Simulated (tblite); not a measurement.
Species: C₂H₁₀O₂Si₂.
Atom-mapped SMILES: `[SiH3:1][CH2:2][O:3][CH2:4][O:5][SiH3:6]` (hydrogens: H7, H8, H9 on Si1; H10, H11 on C2; H12, H13 on C4; H14, H15, H16 on Si6)

Computed with GFN2-xTB (tblite), gas phase: L-BFGS steps from a force-field or distance-geometry start until the largest atomic force falls under 0.01 eV/Å.

Step 51: E = -571.9037 eV
```
atom  x, y, z in Å  |  force x, y, z in eV/Å
Si1    -3.0808    0.0229    0.0261   -0.027   0.003  -0.019
C2     -1.2474   -0.4232    0.2876    0.020   0.027  -0.009
O3     -0.5886    0.1107   -0.8585   -0.022  -0.010  -0.063
C4      0.7687   -0.1057   -0.8828   -0.026  -0.014   0.006
O5      1.4090    0.5847    0.1311    0.014  -0.019  -0.013
Si6     2.9713    0.4787    0.5392    0.025   0.015   0.016
H7     -3.9074   -1.0124    0.6607    0.019   0.043   0.005
H8     -3.3073    0.0710   -1.4149   -0.047  -0.018   0.018
H9     -3.3616    1.3202    0.6456    0.000  -0.024  -0.013
H10    -0.8275    0.0254    1.1911    0.009   0.000   0.074
H11    -1.0652   -1.5041    0.3490    0.005  -0.017  -0.052
H12     1.1209    0.2465   -1.8632   -0.026  -0.018   0.048
H13     0.9939   -1.1861   -0.7850   -0.009  -0.001  -0.019
H14     2.9853    1.4287    1.6346    0.010   0.006   0.035
H15     3.8137    0.8457   -0.5986    0.060   0.022  -0.028
H16     3.3153   -0.8943    0.9264   -0.004   0.004   0.016
```

Step 52: E = -571.9046 eV
```
atom  x, y, z in Å  |  force x, y, z in eV/Å
Si1    -3.0805    0.0228    0.0246   -0.066   0.012  -0.022
C2     -1.2487   -0.4275    0.2834   -0.003   0.032   0.002
O3     -0.5881    0.1115   -0.8589   -0.009  -0.013  -0.038
C4      0.7694   -0.1037   -0.8811   -0.008  -0.017  -0.002
O5      1.4112    0.5868    0.1323   -0.002  -0.037  -0.005
Si6     2.9735    0.4787    0.5412    0.017   0.022  -0.004
H7     -3.9058   -1.0073    0.6722    0.026   0.057  -0.010
H8     -3.3171    0.0657   -1.4163   -0.039  -0.022   0.043
H9     -3.3539    1.3247    0.6398    0.002  -0.039  -0.023
H10    -0.8345    0.0178    1.1913    0.032  -0.004   0.065
H11    -1.0700   -1.5092    0.3427    0.020  -0.007  -0.062
H12     1.1235    0.2492   -1.8600   -0.030  -0.017   0.030
H13     0.9938   -1.1845   -0.7850   -0.002   0.005  -0.010
H14     2.9872    1.4315    1.6342    0.012  -0.001   0.038
H15     3.8152    0.8478   -0.5975    0.057   0.015  -0.019
H16     3.3172   -0.8955    0.9258   -0.007   0.014   0.017
```

Step 53: E = -571.9057 eV
```
atom  x, y, z in Å  |  force x, y, z in eV/Å
Si1    -3.0804    0.0229    0.0226   -0.079   0.017  -0.014
C2     -1.2500   -0.4331    0.2799   -0.029   0.029   0.016
O3     -0.5885    0.1121   -0.8589    0.006  -0.012   0.009
C4      0.7693   -0.1015   -0.8794    0.011  -0.018  -0.007
O5      1.4136    0.5877    0.1337   -0.017  -0.048   0.008
Si6     2.9764    0.4795    0.5431    0.005   0.028  -0.028
H7     -3.9049   -0.9986    0.6853    0.025   0.060  -0.019
H8     -3.3259    0.0581   -1.4175   -0.034  -0.025   0.054
H9     -3.3445    1.3305    0.6312    0.001  -0.045  -0.030
H10    -0.8411    0.0069    1.1937    0.047  -0.016   0.029
H11    -1.0752   -1.5164    0.3342    0.031   0.020  -0.068
H12     1.1239    0.2538   -1.8563   -0.026  -0.013  -0.003
H13     0.9932   -1.1826   -0.7869    0.006   0.003   0.000
H14     2.9895    1.4348    1.6345    0.013  -0.011   0.035
H15     3.8178    0.8505   -0.5968    0.046   0.007  -0.001
H16     3.3192   -0.8958    0.9261   -0.006   0.025   0.017
```

Q: Estimate the geometry and energy of step 54. (The exact step hangs on the optimiser's Hessian estimate; all steps are aligned on step 53, rigid shifts and turns removed.)

A: E = -571.9069 eV, largest force 0.094 eV/Å
```
atom  x, y, z in Å  |  force x, y, z in eV/Å
Si1    -3.0804    0.0237    0.0203   -0.061   0.017   0.004
C2     -1.2518   -0.4411    0.2774   -0.050   0.019   0.028
O3     -0.5897    0.1121   -0.8574    0.018  -0.004   0.062
C4      0.7685   -0.0988   -0.8776    0.024  -0.018  -0.007
O5      1.4155    0.5873    0.1363   -0.028  -0.046   0.024
Si6     2.9793    0.4816    0.5448   -0.008   0.028  -0.048
H7     -3.9056   -0.9843    0.7012    0.013   0.049  -0.021
H8     -3.3332    0.0463   -1.4183   -0.033  -0.027   0.047
H9     -3.3315    1.3386    0.6176   -0.002  -0.037  -0.031
H10    -0.8464   -0.0095    1.1985    0.052  -0.032  -0.021
H11    -1.0809   -1.5266    0.3225    0.035   0.057  -0.066
H12     1.1221    0.2619   -1.8516   -0.016  -0.010  -0.040
H13     0.9926   -1.1798   -0.7909    0.017  -0.008   0.008
H14     2.9925    1.4386    1.6355    0.012  -0.021   0.025
H15     3.8205    0.8534   -0.5969    0.031   0.000   0.020
H16     3.3210   -0.8946    0.9271   -0.002   0.034   0.017
```

The energy changes by -0.0012 eV. The first-order estimate −F·Δx gives -0.0016 eV and the mean of the old and new forces, exact on a quadratic surface, -0.0012 eV. The step makes an angle of 80° with the force vector and moves no atom by more than 0.021 Å.

What follows is the cost of the whole relaxation. On one thread, Arm Neoverse N1 (aarch64), shared host with 64 logical CPUs at a one-minute load of 55, this took 1.2 s.
